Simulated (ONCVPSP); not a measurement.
**Configuration tests for carbon (ONCV)**

* Element: carbon
* Generator: ONCVPSP 4.0.1
* Type: optimised norm-conserving Vanderbilt (ONCV)
* Functional: PBE
* Relativity: non-relativistic
* Frozen core: [He]
* Valence charge: 4
* Reference configuration: 2s2 2p2
* Partial waves: 2s: rc 1.36 bohr, ncon 4, nbas 8, qcut 5.8 1/bohr, 2 projectors, debl 2.9 Ha; 2p: rc 2.60 bohr, ncon 4, nbas 7, qcut 4.9 1/bohr, 2 projectors, debl 2 Ha
* Local potential: polynomial inside 1.00 bohr (lpopt 5, dvloc0 6 Ha)
* Core correction: Teter function, fcfact 2.5, rcfact 1

Energies are relative to the spin-unpolarised reference configuration 2s2 2p2; without spin polarisation the order of configurations can differ from experiment.

| valence configuration | charge | ΔE all-electron (eV) | error AE − PS (meV) |
| --- | --- | --- | --- |
| 2s2 2p1 | +1 | 10.865 | +107 |
| 2s2 2p0 | +2 | 35.024 | +844 |
| 2s1 2p0 | +3 | 83.197 | +1641 |

Question: What are ΔE and the potential's error for 2s1 2p2?

Answer: ΔE = 19.602 eV all-electron; the error (AE − PS) is -84 meV.

Levels in the configuration 2s1 2p2:

```
level  all-electron (eV)  pseudo (eV)
   2s            -25.836      -26.027
   2p            -17.099      -17.085
```
